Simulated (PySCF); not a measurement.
A structure optimised at ωB97X-D3(BJ)/def2-SVP, used in a PySCF frequency run:

```
C
N 1 1.2611
H 1 1.1125 2 123.99
C 1 1.5208 3 114.83 2 -178.60
H 4 1.0997 1 108.96 3 -162.03
H 4 1.1040 5 107.72 1 117.77
C 4 1.4681 5 110.53 6 118.04
N 7 1.1558 6 150.49 4 177.30
Si 2 1.7634 1 123.73 3 -0.32
H 9 1.4868 2 108.14 1 121.16
H 9 1.4874 10 109.77 2 -117.59
H 9 1.4975 10 109.88 11 -120.78
```

Task: Write its SMILES and formula.

Result: N#CC/C=N/[SiH3], C3H6N2Si

Task: What are its rotational constants (standard atomic weights)?

Result: 12.871, 1.0084, 0.96229 GHz
